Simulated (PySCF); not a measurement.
Radial density of Tb (terbium, neutral)

UHF, [Xe] 4f9 6s2, one real determinant. Calculation: PySCF 2.14, in ANO-RCC-VTZP (8s7p5d3f2g1h, 104 functions); the spin-free X2C one-electron Hamiltonian (Gaussian nucleus).

| r (bohr) | 4πr²ρ (e/bohr) | 4πr²(ρα − ρβ) |
| --- | --- | --- |
| 0.0199 | 82.52 | 0.0026 |
| 0.0334 | 78.71 | 0.0061 |
| 0.0562 | 111.4 | 0.0088 |
| 0.0945 | 97.22 | 0.0208 |
| 0.159 | 97.44 | 0.3391 |
| 0.267 | 67.91 | 2.1481 |
| 0.450 | 50.09 | 5.7056 |
| 0.756 | 30.51 | 5.1982 |
| 1.27 | 11.17 | 1.8076 |
| 2.14 | 2.910 | 0.1088 |
| 3.60 | 0.6486 | 0.0011 |
| 6.05 | 0.2314 | -0.0063 |
| 10.2 | 0.009465 | -0.0008 |

Densities and radii are taken from the X2C orbitals without a picture-change correction, which distorts them close to the nucleus.

⟨L²⟩ = 24.03 against 30 for a pure H term, so this real determinant mixes terms. Spin-orbit coupling, absent here, splits the open shell strongly.

**Question.** Where is the radial spin density 4πr²(ρα − ρβ) most negative, and why is it negative at all?

**Answer.** Around r = 6.05 bohr, down to -0.0063 e/bohr: exchange with the open shell polarises the paired shells in an unrestricted calculation.
